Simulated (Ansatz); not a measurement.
Geometry optimisation, RKS PBE-D4/def2-SVP (Ansatz 0.2.0).

Input file:

```yaml
crystal:
  periodic: [false, false, false]
  atoms:
    - { symbol: Ge, position_ang: [0.0, 0.0, 0.0] }
    - { symbol: Cl, position_ang: [1.3501, 0.0, 2.0083] }
    - { symbol: H, position_ang: [1.741, 0.0, 0.178] }
    - { symbol: H, position_ang: [-0.73, 1.2648, -0.5162] }
    - { symbol: H, position_ang: [-0.73, -1.2648, -0.5162] }
basis:
  gaussian: { orbitals: def2-SVP }
hamiltonian:
  xc: pbe
  dispersion: d4
relax:
  f_tol: 0.15
  max_steps: 25
  restrain:
    - { distance: [1, 2], at: 2.57, k: 30.0 }
    - { distance: [0, 1], at: 2.22, k: 30.0 }
    - { distance: [0, 2], at: 1.55, k: 30.0 }
output:
  orbitals: {}
```

Command:

```bash
$ ansatz run input.yaml --threads 1 --pin off --max-ram 2048MiB --backend cpu --events-out ev --progress --plain --runs-dir out
```

**Question.** Where does it end, and by what steps?

**Answer.** The forces met the threshold. The restraints hold the end off the free minimum. After 4 steps the energy has fallen by 2.213 eV (the restraints' own energy left out); H3 moved furthest, 0.55 Å.

```csv
step,energy less start (eV),largest force component (eV/Å),accepted
0,0.0000,3.539,yes
1,-0.9555,2.112,yes
2,-1.6487,1.307,yes
3,-2.1472,0.949,yes
4,-2.2130,0.972,yes
```

```xyz
5
Properties=species:S:1:pos:R:3
Ge 0.214 0.000 0.021
Cl 0.889 0.000 2.112
H 1.701 0.000 -0.366
H -0.586 1.286 -0.307
H -0.586 -1.286 -0.307
```

The run took 17 s on 1 thread of Intel(R) Xeon(R) Platinum 8259CL CPU @ 2.50GHz (Skylake/Cascade Lake) (shared host), peak memory 0.13 GiB.
